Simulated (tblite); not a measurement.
MoO$_{3}$, triplet, at a GFN2-xTB geometry (such geometries of metal compounds can be far from the true shape) (the multiplicity is a formal guess); GFN1-xTB run with tblite 0.6.0.

Here is a job for tblite.
```
$ tblite run mol.xyz --method gfn1 --charge 0 --spin 2 --efield 0,0,0.1 --json tblite.json --no-restart

# file mol.xyz
4

Mo    -0.00000000    -0.00000000    -0.00000000
O     -1.13275813    -1.19874541    -0.10089366
O     -0.10242080     1.31893326    -0.99006873
O      1.23517894    -0.12018786     1.09096239
```

Output, abridged:

```
xTB calculator
 | screened Coulomb repulsion
 | Coulomb electrostatics
 |  * isotropic Klopman-Ohno-Mataga-Nishimoto electrostatics
 |  * onsite third-order electrostatics
 | DFT-D3(BJ) dispersion correction
 | Interactions (1)
 | [1] electric field

halogen bonding energy    0.0000000000000E+00 Eh
repulsion energy          1.0535120242360E-01 Eh
dispersion energy        -1.0159017830641E-03 Eh
interaction energy        0.0000000000000E+00 Eh
number of electrons       2.4000000000000E+01 e
integral cutoff           4.0000000000000E+01 bohr

------------------------------------------------------------
  cycle        total energy    energy error   density error
------------------------------------------------------------
      1     -15.51402111821  -1.5618356E+01   9.1606659E-01
      2     -15.96692198749  -4.5290087E-01   3.7426816E-01
      3     -15.65070365038   3.1621834E-01   4.7061938E-01
      4     -16.03166404669  -3.8096040E-01   1.9245492E-01
      5     -16.03069050218   9.7354452E-04   2.0440625E-01
      6     -16.04317743025  -1.2486928E-02   1.5412748E-01
      7     -16.11104063479  -6.7863205E-02   5.8593954E-02
      8     -16.12477385070  -1.3733216E-02   1.9869856E-02
      9     -16.12415046928   6.2338143E-04   2.1814937E-02
     10     -16.12580027780  -1.6498085E-03   6.5005913E-03
     11     -16.12581696103  -1.6683228E-05   6.0696684E-03
     12     -16.12594172122  -1.2476019E-04   2.0977286E-03
     13     -16.12595936087  -1.7639655E-05   4.3122204E-04
     14     -16.12595969953  -3.3865631E-07   2.7552204E-04
     15     -16.12595999378  -2.9425046E-07   5.2610628E-05
     16     -16.12596000422  -1.0441418E-08   8.5069546E-06
------------------------------------------------------------

electronic energy        -1.6230295304860E+01 Eh
total energy             -1.6125960004219E+01 Eh

Post processing:
 | Mayer-Wiberg bond orders

[Info] JSON dump of results written to 'tblite.json'
```
